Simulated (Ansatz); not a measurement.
Reactions of C₂H₅ClOSi (`O[SiH2]C=CCl`).

Calculated with Ansatz (gas phase, PBE0-D4/def2-TZVP geometries, no zero-point term in ΔE). CCSD(T)/CBS is the MP2 limit (def2-TZVPP, def2-QZVPP) plus CCSD(T) − MP2 in def2-TZVPP, frozen cores. This one scheme is used for every species, atoms too. Double bonds are as drawn, so ΔE can hold a change between cis and trans. Open shells (•) are unrestricted, without spin–orbit coupling. Spin–orbit coupling would lower the free atoms: a little for C, Cl, O, Si. Each species was taken in one conformer, which may not be the lowest.

**Question.** Order these by ΔE at CCSD(T)/CBS, lowest first. (Estimate.)
A. `O[SiH2]/C=C/Cl` + orthosilicic acid → `O[SiH2]O[Si](O)(O)O` + `C=CCl`
B. `O[SiH2]/C=C/Cl` → 2 C• + Cl• + 5 H• + O• + Si•
C. `O[SiH2]/C=C/Cl` + CH₃OH → `CO/C=C/Cl` + silanol
D. `O[SiH2]/C=C/Cl` + `N[SiH](O)Cl` → `O[SiH2]N[SiH](O)Cl` + `C=CCl`
E. `O[SiH2]/C=C/Cl` → `O/C=C\Cl` + `[SiH2]`

**Answer.** A (-29.7 kcal/mol), D (-15.0 kcal/mol), C (+18.4 kcal/mol), E (+93.0 kcal/mol), B (+895.3 kcal/mol).

Largest T1 diagnostic: 0.014, for `[SiH2]`.
